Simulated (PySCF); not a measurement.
NMR parameters of B(OMe)3

B(OMe)3, C3H9BO3, point group C1.

Bonds: B1-O2, B1-O7, B1-O12, O2-C3, O7-C8, O12-C13. C3 carries H4, H5, H6; C8 carries H9, H10, H11; C13 carries H14, H15, H16.

GIAO calculations in PySCF on the PBE0-D3(BJ)/def2-SVP structure: isolated species, non-relativistic, equivalent atoms averaged; basis pcSseg-1.

Question: Give the isotropic shieldings (ppm) with B3LYP, PBE0.

Answer: 
```json
{"atoms": "O2/O7/O12", "environment": "oxygen bonded to C, B", "B3LYP": "268.5", "PBE0": "273.7"}
{"atoms": "C3/C8/C13", "environment": "carbon bonded to O, 3 H", "B3LYP": "125.9", "PBE0": "131.8"}
{"atoms": "B1", "environment": "boron bonded to 3 O", "B3LYP": "83.0", "PBE0": "85.9"}
{"atoms": "H4/H5/H6/H9/H10/H11/H14/H15/H16", "environment": "hydrogen on a carbon bonded to O", "B3LYP": "27.64", "PBE0": "27.56"}
{"atoms": "HOMO–LUMO gap (eV)", "environment": "–", "B3LYP": "8.40", "PBE0": "9.02"}
```

Question: And the chemical shifts, against references computed in the same way?

Answer: 
```json
{"atoms": "O2/O7/O12", "nucleus, reference": "17O, H2O", "B3LYP": "65.6", "PBE0": "60.9"}
{"atoms": "C3/C8/C13", "nucleus, reference": "13C, TMS", "B3LYP": "53.4", "PBE0": "52.6"}
{"atoms": "B1", "nucleus, reference": "11B, BF3·OEt2", "B3LYP": "14.8", "PBE0": "14.8"}
{"atoms": "H4/H5/H6/H9/H10/H11/H14/H15/H16", "nucleus, reference": "1H, TMS", "B3LYP": "3.75", "PBE0": "3.71"}
```

Question: Which part of the shielding of O2/O7/O12 depends on the functional?

Answer: Diamagnetic: B3LYP 396, PBE0 395 ppm; paramagnetic: B3LYP -128, PBE0 -122 ppm. The diamagnetic part, set mainly by inner electrons, hardly moves; the paramagnetic part goes with low-lying magnetically allowed excitations and carries the spread.

Question: What couplings does B3LYP/pcJ-1 (spin–dipole term only in couplings to heteroatoms) give?

Answer: 1J(C3,H4) = 146.8, 1J(B1,O2) = -24.9, 1J(O2,C3) = 16.2, 2J(H4,H5) = -11.9, 2J(O2,H4) = -5.5, 3J(B1,H4) = 2.8 Hz (averaged over equivalent pairs; isotopes 13C, 1H, 11B, 17O).

Experimental scales use liquid or dissolved standards, which lie at an offset from isolated H2O (liquid H2O: subtract about 36 ppm).
